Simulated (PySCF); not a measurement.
Species: C10H10O3.
Atom-mapped SMILES: `[CH3:1][O:2][C:3](=[O:4])[c:5]1[cH:6][cH:7][c:8]([C:9]([CH3:10])=[O:11])[cH:12][cH:13]1` (hydrogens: H14, H15, H16 on C1; H17 on C6; H18 on C7; H19, H20, H21 on C10; H22 on C12; H23 on C13)

Cartesian coordinates in Å at the PBE0-D3(BJ)/def2-SVP level; atoms count from 1:
```xyz
23
C10H10O3 angstrom
C      4.6152   -0.2778    0.2426
O      3.2632    0.1391    0.1838
C      2.3543   -0.8390    0.1323
O      2.6421   -2.0095    0.1325
C      0.9602   -0.3182    0.0755
C      0.6710    1.0518    0.1008
C     -0.6485    1.4783    0.0471
C     -1.6952    0.5510   -0.0342
C     -3.0978    1.0821   -0.0912
C     -4.2359    0.0995   -0.1989
O     -3.3001    2.2754   -0.0533
C     -1.3983   -0.8178   -0.0592
C     -0.0786   -1.2500   -0.0036
H      4.8050   -0.8586    1.1575
H      4.8687   -0.9064   -0.6236
H      5.2199    0.6363    0.2413
H      1.4893    1.7703    0.1631
H     -0.9073    2.5388    0.0662
H     -4.1413   -0.5102   -1.1108
H     -4.2416   -0.5919    0.6579
H     -5.1804    0.6554   -0.2267
H     -2.1989   -1.5569   -0.1222
H      0.1753   -2.3116   -0.0201
```

The closed-shell ground state was solved at several levels (PySCF, density fitting, gas phase, non-relativistic).

| level | basis functions | total energy (Eh) | HOMO (eV) | LUMO (eV) | gap (eV) | dipole (D) |
| --- | --- | --- | --- | --- | --- | --- |
| PBE0/pcSseg-1 | 271 | -612.0132 | -7.58 | -2.26 | 5.32 | 1.37 |
| B3LYP/pcJ-1 | 451 | -612.7988 | -7.29 | -2.41 | 4.88 | 1.37 |
| mPW1PW91/pcSseg-1 | 271 | -612.5599 | -7.63 | -2.29 | 5.34 | 1.37 |

Q: Estimate the row for CAM-B3LYP/def2-SVPD, a basis of 349 functions; the other rows only guide the guess.

A: Total energy -612.0711 Eh, HOMO -9.01 eV, LUMO -1.28 eV, gap 7.73 eV, dipole 1.31 D.

Q: Over all these levels, which gives the widest orbital gap and which the narrowest?

A: CAM-B3LYP/def2-SVPD (range-separated hybrid) has the widest, 7.73 eV, and B3LYP/pcJ-1 (global hybrid, 20 % exact exchange) the narrowest, 4.88 eV. Functional and basis both differ between the two, so the spread mixes both effects.

Q: How far do the dipole and the HOMO energy spread over the levels?

A: The dipole runs from 1.31 to 1.37 D (mean 1.35 D) and the HOMO from -9.01 to -7.29 eV.

One conformer stands for the species.
